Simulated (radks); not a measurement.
The numbers below are computed, except where a source is named.
Coherent X-ray form factor from a spherical all-electron density. Code: a radial shooting solver on a logarithmic mesh with Libxc functionals. Model: scalar-relativistic Kohn-Sham, AM05, spin-polarised, spherical densities, finite nucleus; Fermi nuclear charge, rms radius of each element as measured or else 0.836 A^(1/3) + 0.57 fm.

| sin(theta)/lambda (1/angstrom) | f0 (electrons) |
|---|---|
| 0.05 | 34.291 |
| 0.1 | 32.457 |
| 0.15 | 30.111 |
| 0.2 | 27.767 |
| 0.25 | 25.666 |
| 0.3 | 23.848 |
| 0.4 | 20.833 |
| 0.5 | 18.257 |
| 0.6 | 15.918 |
| 0.8 | 11.996 |
| 1 | 9.277 |
| 1.25 | 7.294 |
| 1.5 | 6.216 |
| 2 | 4.915 |

The species is in the configuration that NIST lists as its ground one. Which atom or ion scatters so?

Answer. Neutral bromine, [Ar] 3d10 4s2 4p5. Extrapolating in s^2 from the first two rows gives f0(0) = 34.9, near the electron count 35; among species with that count, the fall with angle is slower the higher Z, and the table is that of Z = 35; from so few rows the species is fixed only to a neighbour or two.
